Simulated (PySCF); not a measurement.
VOF2, SMILES [O]=[V]([F])[F] (connectivity only; charge and spin as stated), neutral, multiplicity 2.

The structure is a stationary point at B3LYP-D3(BJ)/def2-SVP. A frequency run showed that this geometry is not a minimum. The multiplicity is an assumed one; other spin states were not compared.

Two levels are set side by side: PBE/def2-TZVPD (PySCF) and B3LYP/def2-TZVPD (PySCF). Same geometry, gas phase. Differences are taken from unrounded values.

| quantity | B3LYP |
|---|---|
| α-spin orbital gap (eV) | 4.01 |
| β-spin orbital gap (eV) | 6.60 |
| dipole moment (D) | 0.55 |
| mean polarisability (bohr³) | 33.2 |

Question: What does PBE give, and how far is it from B3LYP? (Estimate from the structure and the level; the computed values follow.)

Answer: 
```csv
quantity,PBE,PBE minus B3LYP
α-spin orbital gap (eV),1.05,-2.96
β-spin orbital gap (eV),4.21,-2.39
dipole moment (D),0.56,0.02
mean polarisability (bohr³),36.2,3.1
```

PBE's more diffuse valence density responds more strongly to a field. Differences between two approximate levels are no errors against the true value.

Rough cost on one machine, each run with all the roots and properties that it gave: B3LYP against PBE within a factor of 2.
